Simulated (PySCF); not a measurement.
**O (oxygen, neutral) across methods**

[He] 2s2 2p4, high-spin 3P determinant. All numbers are calculated (PySCF 2.14, scalar relativity by spin-free X2C-1e, in x2c-TZVPPall with one added diffuse shell each of s, p, d type (6s4p3d1f, 40 functions)).

| method | E (hartree) | mean ε 2s β (eV) | mean ε 2p α (eV) | mean ε 2p β (eV) | Σ⟨r²⟩ (bohr²) | ⟨S²⟩ |
| --- | --- | --- | --- | --- | --- | --- |
| TPSSh | -75.1529 | -22.778 | -11.181 | -8.610 | 11.50 | 2.004 |
| LDA | -74.5781 | -21.670 | -10.360 | -7.423 | 11.77 | 2.004 |
| UHF | -74.86821 | -29.321 | -18.436 | -14.172 | 11.22 | 2.009 |
| PBE0 | -75.0724 | -23.844 | -12.373 | -9.458 | 11.50 | 2.004 |
| PBE | -75.0642 | -21.580 | -10.183 | -7.573 | 11.71 | 2.003 |
| r2SCAN | -75.1122 | -21.827 | -10.832 | -7.887 | 11.48 | 2.006 |
| BLYP | -75.1400 | -21.613 | -10.073 | -7.598 | 11.76 | 2.003 |
| M06 | -75.1144 | -23.533 | -12.283 | -9.306 | 11.38 | 2.006 |

Q: Estimate the same row for MN15.

A: E (hartree) = -75.0898; mean ε 2s β (eV) = -24.746; mean ε 2p α (eV) = -13.137; mean ε 2p β (eV) = -10.431; Σ⟨r²⟩ (bohr²) = 11.53; ⟨S²⟩ = 2.002.
